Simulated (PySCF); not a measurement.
**Ionisation energy of Ba(30+) by level of theory**

Ba(30+) [Ar] 3d8 (3F) → Ba(31+) [Ar] 3d7 (4F), as a difference of total energies. Calculation: PySCF 2.14, in an uncontracted even-tempered set (17 s from 4.4 bohr⁻², ratio 2.5; 11 p from 5.7 bohr⁻², ratio 2.5; 8 d from 5.7 bohr⁻², ratio 2.5; 4 f from 25 bohr⁻², ratio 2.7; 3 g from 38 bohr⁻², ratio 2.7); the non-relativistic Hamiltonian (point nucleus). Correlated levels: outer shells: [Ne] frozen; virtual orbitals above 40 to 60 times the deepest correlated orbital energy dropped. The calculations carry no spin-orbit coupling.

```csv
method,ionisation energy (eV)
UHF,1872.4
LDA,1873.6
PBE,1873.4
PBE0,1873.7
r2SCAN,1874.5
revPBE,1873.3
BP86,1873.8
MP2 (outer shells),1873.9
SCS-MP2 (outer shells),1873.9
```

Spin-orbit coupling is strong in these open shells (close to jj coupling). The scalar numbers leave it out and a first-order estimate fails, so it can dominate the gap to the real levels.

All relativistic terms are absent from these numbers, so their closeness to the reference says little about the methods.

For comparison: 1864 ± 4 eV (theoretical estimate listed by NIST; NIST Atomic Spectra Database, ionization energies).
